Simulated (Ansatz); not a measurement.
Cost and result up the ladder for In₇Sb₇ (14 atoms). Charge 0, multiplicity 1. Geometry: r2SCAN-D4/def2-SVP.

```xyz
14

In   -1.7312   -1.8247   -0.3977
Sb   -3.0026   -1.3899   -2.7996
In    3.2555    0.7128   -3.0733
Sb    0.6035    0.7610   -1.4519
In   -0.6750    2.1649    0.7089
In   -3.6293    0.6350   -1.1459
Sb   -3.4893    2.2822    1.0983
In    2.0057   -1.7005   -0.5940
Sb    4.6191   -0.7379   -0.5714
Sb    0.3036   -3.2090    1.0264
In    0.1912   -0.5278    2.1495
Sb   -2.6994   -0.3549    1.9750
In    2.8071    1.1847    0.3767
Sb    1.4412    2.0041    2.6990
```

Ansatz on 2 threads of AMD EPYC 7R13 on a shared host and a share (18 GiB) of an NVIDIA H100 80GB HBM3. Times are rough, and most runs start from the orbitals of an earlier one. PBE0-D4/def2-TZVP serves as the yardstick here, not as an exact answer. Differences are given only for rows in sets of like size (and for xTB, whose basis is part of the method), since another set adds its own error. Binding counts from free atoms at the same level (In doublet, Sb quartet; other spins of the atoms weren't run), without zero-point energy or a counterpoise term.

In the def2 sets In, Sb take a core potential; there is no spin–orbit coupling. B3LYP takes the VWN-RPA correlation. Correlated methods freeze 56 core orbitals; core or outer-core shells of In, Sb are correlated, in sets that lack core-valence functions. The rows differ in basis, and correlated rows in double-zeta sets carry the largest basis error. Single mean-field runs in def2-TZVP are fitted with def2-universal-jkfit.

Correlated methods converge slowly with the basis, most of all in double-zeta sets.

```csv
level,functions,binding energy per atom (eV),difference from PBE0-D4/def2-TZVP (eV)
MP2/def2-SVP,364,1.96,–
RPA@PBE/def2-SVP,364,1.75,–
B3LYP-D4/def2-TZVP,700,2.09,-0.11
PBE-D4/def2-SVP,364,2.26,–
PBE0-D4/def2-TZVP,700,2.19,0.00
BLYP-D4/def2-TZVP,700,2.12,-0.08
PBE0-D4/def2-SVP,364,2.15,–
r2SCAN-D4/def2-TZVP (with forces),700,2.15,-0.04
PBE-D4/def2-TZVP (with forces),700,2.29,0.10
LDA (SPW92)/def2-TZVP,700,2.78,0.59
```

Estimate how long each takes.

PBE-D4/def2-SVP 4.8 s; PBE0-D4/def2-TZVP 5.5 s; B3LYP-D4/def2-TZVP 7 s; PBE0-D4/def2-SVP 7 s; LDA (SPW92)/def2-TZVP 7.5 s; MP2/def2-SVP 7.5 s; PBE-D4/def2-TZVP (with forces) 8.5 s; BLYP-D4/def2-TZVP 9 s; RPA@PBE/def2-SVP 11 s; r2SCAN-D4/def2-TZVP (with forces) 13 s. On shared hardware such times vary by a factor of up to 3.
